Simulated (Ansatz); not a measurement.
System: C₃H₄Cl, charge -1, multiplicity 1. It need not be the lowest isomer of its formula. Whether it binds its extra electron was not tested at this geometry. SMILES: C(=[C-]\Cl)/C
Coordinates optimised at B3LYP-D3(BJ)/def2-TZVP (Ansatz, a first-principles code):
```xyz
8

C     -2.4126    -0.0189    -0.0573
C     -0.9380     0.3008    -0.0468
C     -0.0523    -0.7009     0.0544
Cl     1.7355     0.0871     0.0354
H     -2.9076     0.3175    -0.9801
H     -2.9504     0.4569     0.7758
H     -2.5540    -1.0998     0.0251
H     -0.6750     1.3583    -0.1243
```
Charge -1, spin multiplicity 1.

Problem. Give the harmonic wavenumbers at B3LYP-D3(BJ)/def2-TZVP (Ansatz, finite differences of forces, unscaled).

Solution. 216, 234, 259, 305, 559, 795, 936, 1051, 1078, 1250, 1375, 1477, 1479, 1586, 2946, 2962, 3034, 3059 cm⁻¹. Zero-point energy 35.2 kcal/mol.

Problem. From these and the geometry, give the ideal-gas thermochemistry at 298.15 K and 1 atm (rigid rotor, harmonic oscillator).

Solution. Point group Cs, rotational symmetry number 1. Rotational constants 41.34, 2.389, 2.29 GHz. S(trans) 38.88, S(rot) 24.77, S(vib) 7.99, S(elec, spin only) 0.00, S 71.6 cal/(mol K). H(298) - H(0) 3.84 kcal/mol; G - E(el) 17.6 kcal/mol.
